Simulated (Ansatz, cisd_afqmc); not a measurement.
System: B₂O₂, charge 0, singlet. B2O2 (oxo(oxoboranyl)borane, SMILES O=BB=O).
B3LYP-D3(BJ)/def2-TZVP minimum from Ansatz (an electronic-structure program):
```xyz
4

O      0.0000     0.0000    -2.0159
B      0.0000     0.0000    -0.8179
B      0.0000     0.0000     0.8179
O      0.0000     0.0000     2.0159
```
Charge 0, spin multiplicity 1.

Total energies in cc-pVDZ, 18 correlated electrons, 4 frozen orbitals. UHF or UKS for unpaired electrons; spin-orbit terms are left out. Cores are frozen in correlated methods. No relativity. AFQMC/CISD: phaseless, guided by CISD from CCSD amplitudes; bars are statistical, one sigma. Outlying blocks are dropped, and bars are widened where a walk drifts. Over all cases where full CI ran beside it in this data, AFQMC minus full CI had a median of +0.1 mEh and passed +0.4 mEh in a tenth of the cases.

```json
[
 {"method": "HF", "program": "Ansatz", "energy (Eh)": "-199.20065", "minus CCSDT(Q) (mEh)": "548.16"},
 {"method": "MP2", "program": "Ansatz", "energy (Eh)": "-199.72243", "minus CCSDT(Q) (mEh)": "26.39"},
 {"method": "CCSD", "program": "Ansatz", "energy (Eh)": "-199.72529", "minus CCSDT(Q) (mEh)": "23.52"},
 {"method": "CCSD(T)", "program": "Ansatz", "energy (Eh)": "-199.74535", "minus CCSDT(Q) (mEh)": "3.46"},
 {"method": "CCSDT(Q)", "program": "Ansatz", "energy (Eh)": "-199.74881", "minus CCSDT(Q) (mEh)": "0.00"},
 {"method": "AFQMC/CISD", "program": "cisd_afqmc", "energy (Eh)": "-199.7478 ± 0.0004", "minus CCSDT(Q) (mEh)": "1.1 ± 0.4"}
]
```

Rough core times of Ansatz's runs on a shared machine: CCSD(T) under 20 s, CCSDT(Q) 3 min.
